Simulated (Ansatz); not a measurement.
`[OH][GeH]`. Total charge 0; spin multiplicity 1. Correlated methods include outer-core shells of Ge, which these sets cover unevenly. Scalar relativity is left out up to krypton.

Z-matrix (Å, degrees):
```
O
Ge 1 1.791
H 1 0.961 2 111.5
H 2 1.599 1 92.3 3 180.0
```

Give the diagnostics of a CCSD(T)/def2-TZVPP run (frozen core, Ansatz 0.2.0). (An estimate is asked.)

Computed: T1 = 0.0156, largest single amplitude 0.050, largest double 0.070, (T) share of the correlation energy 3.6 %, 10 CCSD cycles. The RHF solution is stable towards an unrestricted one. T1 lies under the customary mark of 0.02 for closed shells.
